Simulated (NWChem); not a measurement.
# Correlation energy of Br (-1)

```xyz
1

Br     0.0000     0.0000     0.0000
```
Charge -1, spin multiplicity 1.

Program: NWChem.

Basis set: def2-TZVPD. Each correlation energy counts from its own Hartree-Fock reference.

The Hamiltonian is non-relativistic. The correlated methods keep 9 core orbitals frozen. No row is a measurement; the coupled-cluster row has its own basis-set and correlation limits.

Question: For the correlation energy, MP2 gives -284.4 mHa and CCSD gives -289.9 mHa. What do CR-CCSD[T], CR-CCSD(T), SCS-MP2 give?

Answer: CR-CCSD[T]: -297.9 mHa; CR-CCSD(T): -297.7 mHa; SCS-MP2: -266.0 mHa.
